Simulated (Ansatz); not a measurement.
**Scan of the Si2–Cl4 bond length**

SiClF2 (SMILES F[Si](F)Cl), doublet, at its PBE0-D4/def2-TZVP minimum:

F1  (1.308, 0.129, 0.798)
Si2  (0.221, -0.316, -0.266)
F3  (-0.872, -1.157, 0.515)
Cl4  (-0.658, 1.345, -1.047)
(Å)

The bond length Si2–Cl4 (2.036 Å at the minimum) is set to the values below, with the rest relaxed at PBE0-D4/def2-TZVP at each step. Each method's energies count from its own value at the PBE0-D4 minimum structure. 2 of 9 computed points, where the reference changed state or T1 grew large, are left out. Computed with Ansatz 0.2.0 (basis: def2-TZVPP); correlated methods freeze the cores; orbitals are unrestricted. B3LYP uses VWN-RPA correlation.

CCSD(T) energies along the scan:
```json
{"bond length (Å)": "1.669", "CCSD(T) (kcal/mol)": "54.89"}
{"bond length (Å)": "1.755", "CCSD(T) (kcal/mol)": "27.64"}
{"bond length (Å)": "1.881", "CCSD(T) (kcal/mol)": "6.86"}
{"bond length (Å)": "2.027", "CCSD(T) (kcal/mol)": "0.03"}
{"bond length (Å)": "2.190", "CCSD(T) (kcal/mol)": "3.90"}
{"bond length (Å)": "2.365", "CCSD(T) (kcal/mol)": "14.10"}
{"bond length (Å)": "2.551", "CCSD(T) (kcal/mol)": "26.97"}
```
They count from the CCSD(T) energy at the PBE0-D4 minimum.

Minimum and curvature along this coordinate at CCSD(T): A fifth-order fit through the nearest points gives 2.038 Å, with a curvature of about 18 eV/Å².

Largest difference from the CCSD(T) curve over the scan: PBE-D4 4.86; r2SCAN-D4 1.61; B3LYP-D4 4.25; wB97M-V 1.49 kcal/mol. Each curve counts from its own value at the minimum.

The T1 diagnostic stays at or below 0.018. ⟨S²⟩ of the unrestricted Hartree–Fock references: 0.75 to 0.80 (a pure state has 0.75).

For scale, one of the runs: CCSD(T)/def2-TZVPP, 146 basis functions (an equivalent command: `ansatz run in.yaml --threads 4`). The run took 11 s on 4 CPU threads (shared host), with 1.4 GiB of host memory at its peak.
